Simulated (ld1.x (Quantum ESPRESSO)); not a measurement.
What one change does to a pseudopotential (Ti, ultrasoft)

Ti, ultrasoft, made with ld1.x (Quantum ESPRESSO) 7.5 (PBE, fully relativistic). Core [Ar], reference 3d1 4s0 4p0 (charge +3). Waves: 4s (bound, empty): rcut 2.05, rcutus 2.55 bohr; 4s channel at -0.9 Ry: rcut 2.05, rcutus 2.55 bohr; 4p (bound, empty): rcut 2.15, rcutus 2.50 bohr; 4p channel at 1.15 Ry: rcut 2.15, rcutus 2.50 bohr; 3d (bound): rcut 1.20, rcutus 1.50 bohr; 3d channel at -2 Ry: rcut 1.20, rcutus 1.50 bohr; 4f channel at 0.25 Ry: rc 1.85 bohr. Local part: the f channel. Core correction: none. Augmentation charge: built from norm-conserving waves at rcut, not smoothed further.

Open shells are filled in proportion to 2j + 1 (rel_dist='average').

Change: all radii scaled by about 0.90 (s 2.28, p 2.24, d 1.34, f 1.66 bohr, rcut 1.84/1.92/1.08/1.66).

Cutoffs: the cutoffs (Ry, on a coarse ladder) from which the occupation-weighted sum of valence levels, in a spherical-Bessel basis at the reference potential, stays within 10 and 1 mRy of its value at 400 Ry; they do not see the model core or the augmentation charge, which bear on the density cutoff. Errors are all-electron minus pseudo energies relative to the spin-unpolarised reference configuration.

Q: What does the change do?

A: The potential gets harder (40 Ry and 60 Ry → 50 Ry and 60 Ry); the bound ghosts move from s to p, s; the number of tests that count goes from 7 to 1 (the test run of the changed file stopped, so its transferability is not established). A smaller radius makes the pseudo-wave follow the all-electron one further in, where it bends more sharply, so more plane waves are needed.

| quantity | base | changed |
| --- | --- | --- |
| cutoff, loose | 40 Ry | 50 Ry |
| cutoff, tight | 60 Ry | 60 Ry |
| bound ghosts | s | s, p1/2, p3/2 |
| tests counted (converged, no solver errors) | 7 of 7 | 1 of 7 (the test run stopped) |
| error for 3d2 4s0 4p0, meV [ΔE -26.95 eV] | +140 | +137 |
| lowest overlap eigenvalue by channel | s 0.26, p1/2 0.26, p3/2 0.27, d3/2 0.88, d5/2 0.88 | s 0.60, p1/2 0.68, p3/2 0.70, d3/2 0.92, d5/2 0.92 |

Changed file: Tests not counted: 3d2 4s2 4p0 (solver errors, printed error -77.9 eV); 3d2 4s1 4p0 (solver errors, printed error -50.6 eV); 3d1 4s2 4p0 (solver errors, printed error -14.8 eV). A true bound ghost makes a file unfit for plane-wave use even where its test errors are small: the radial tests pick states by their node count and pass the ghost by. Where a test does run into it, the solver fails or the error is huge.
